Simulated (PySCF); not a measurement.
BClH₄O₂Si, SMILES OB(O)[SiH2]Cl. Atoms are numbered in the order given.

```xyz
9

Si    -1.0000    -0.3663     0.0000
Cl     0.3908    -1.9537     0.0000
B      0.1696     1.3145     0.0000
O     -0.2962     2.5921     0.0000
O      1.5126     1.1483     0.0000
H     -1.8703    -0.5237    -1.2016
H     -1.8703    -0.5237     1.2016
H     -1.2552     2.6756     0.0000
H      1.7737     0.2157     0.0000
```

Geometry optimised at B3LYP-D3(BJ)/def2-SVP. The values are those of a single conformer.

Two levels are set side by side: PBE/pcSseg-1 (PySCF) and B3LYP/pcSseg-1 (PySCF). GIAO shifts against BF3 (¹¹B), H2O (¹⁷O), HCl (³⁵Cl), TMS (²⁹Si), TMS (¹H) at the same level; non-relativistic, no solvent, atoms listed together averaged. Without spin–orbit terms, shifts of atoms bonded to Cl or Br come out too high at both levels. Differences are taken from unrounded values.

```csv
quantity,B3LYP
δ(²⁹Si) of Si1 (ppm),-29.7
δ(³⁵Cl) of Cl2 (ppm),-98.6
δ(¹¹B) of B3 (ppm),18.7
"δ(¹H) of H6, H7 (ppm)",5.03
```

Q: What does PBE give, and how far is it from B3LYP? (Estimate from the structure and the level; the computed values follow.)

A: 
```csv
quantity,PBE,PBE minus B3LYP
δ(²⁹Si) of Si1 (ppm),-31.3,-1.5
δ(³⁵Cl) of Cl2 (ppm),-90.1,8.6
δ(¹¹B) of B3 (ppm),16.7,-2.1
"δ(¹H) of H6, H7 (ppm)",5.26,0.23
```

Rough cost on one machine, each run with all the roots and properties that it gave: B3LYP against PBE within a factor of 2.
